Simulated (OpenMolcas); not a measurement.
Computed levels of 3s2 3p in ions with 13 electrons, in cm-1 above 2P* 1/2.

```
Program             : OpenMolcas 26.06
Method              : CASSCF
Basis               : ANO-R2
Scalar Hamiltonian  : X2C, finite nucleus
Spin-orbit coupling : state interaction with AMFI integrals over the reference wave functions, term energies averaged over their components
```

Active space for each ion: 1 electron in 3 orbitals (3p).

```tsv
Level	P2+	Cl4+	Ar5+
2P* 3/2	505	1389	2105
```

Q: Estimate 2P* 3/2 for S3+ from its neighbours P2+ and Cl4+.

A: 2P* 3/2 is fine structure, which grows about as the fourth power of a screened charge, so the fourth roots are averaged: ((505^0.25 + 1389^0.25) / 2)^4 = 865. The calculation gives 868, so the estimate is off by -0.3 %; the measured value is 951 (NIST levels in Podobedova, Kelleher and Wiese, J. Phys. Chem. Ref. Data 38, 171 (2009)).

With one active electron the reference holds no correlation, so core polarisation is missing. Measured partners are found by configuration, term and J. A level has none where our copy of the source lacks it or the pairing is in doubt (some pairs that miss far off the trend of their configuration count as doubtful), and it then counts in no deviation. Levels of configurations outside the active space are missing.

* marks odd parity.
